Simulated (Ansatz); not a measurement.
Input for Ansatz (an electronic-structure program): R-CCSD(T)/cc-pV(D+d)Z on PH3 (SMILES P). The basis file is the Basis Set Exchange's JSON of that set.

Ansatz 0.2 input:
```yaml
crystal:
  periodic: [false, false, false]
  atoms:
    - {symbol: P, position_ang: [0.00002102, -0.00000000, 0.57701907]}
    - {symbol: H, position_ang: [1.19209955, 0.00000000, -0.19229701]}
    - {symbol: H, position_ang: [-0.59601029, 1.03236428, -0.19231103]}
    - {symbol: H, position_ang: [-0.59601029, -1.03236428, -0.19231103]}
basis:
  gaussian:
    orbitals: cc-pV_D+d_Z.json
magnetization: {spin_polarized: false}
correlation: {method: ccsd_t, electrons: outside_noble_gas}
scf: {lower_state_search: off}
```

It printed:

```
WARN ansatz: RAYON_NUM_THREADS=1 ignored (pool sized by the plan → 1); use --threads N
Functional definition: HF
these checks for a lower state are left out or cut short: stability, starts, cluster_reference, orbital_swaps, neighbouring_geometries, increment
integrals: 0.01 GiB planned
357 factors; integrals over basis functions are off by at most 1.0e-3 eV
mean field: 0.05 GiB planned
mean field evaluation 1: about -9318.7113 eV, gradient 9.4e0 eV
mean field evaluation 2: about -9318.7148 eV, gradient 9.4e0 eV
mean field evaluation 4: about -9319.2401 eV, gradient 8.1e-1 eV
mean field evaluation 8: about -9319.2439 eV, gradient 5.4e-4 eV
mean field -9319.24391531 eV, -342.4758970772 hartree, gradient 4.6e-6 eV, S^2 0.000000; 0 other end points of the search recorded, 0 dependent functions left out
5 core orbitals not correlated
reference -9319.24391531 eV, -342.4758970772 hartree; 4, 4 occupied and 29, 29 virtual orbitals, 357 factors
second order -3.67224977 eV of doubles, -0.00000000 eV of singles
coupled cluster: 0.05 GiB planned
cycle   1  -4.26083377 eV  change   -5.9e-1 eV  update   5.5e-2
cycle   2  -4.46591969 eV  change   -2.1e-1 eV  update   1.9e-2
cycle   3  -4.47388904 eV  change   -8.0e-3 eV  update   4.4e-3
cycle   4  -4.47313892 eV  change    7.5e-4 eV  update   1.3e-3
cycle   5  -4.47292022 eV  change    2.2e-4 eV  update   4.0e-4
cycle   6  -4.47290462 eV  change    1.6e-5 eV  update   1.0e-4
cycle   7  -4.47292372 eV  change   -1.9e-5 eV  update   2.4e-5
cycle   8  -4.47291793 eV  change    5.8e-6 eV  update   5.2e-6
perturbative correction -0.10214008 eV, -0.0037535787 hartree
Total energy: -9323.81897332 eV, -342.6440273581 hartree
Checks for a lower state left out: stability, starts, cluster_reference, orbital_swaps, neighbouring_geometries, increment
```

Self-consistency was reached.

Cost: about 0.5 core-seconds (a rough figure).
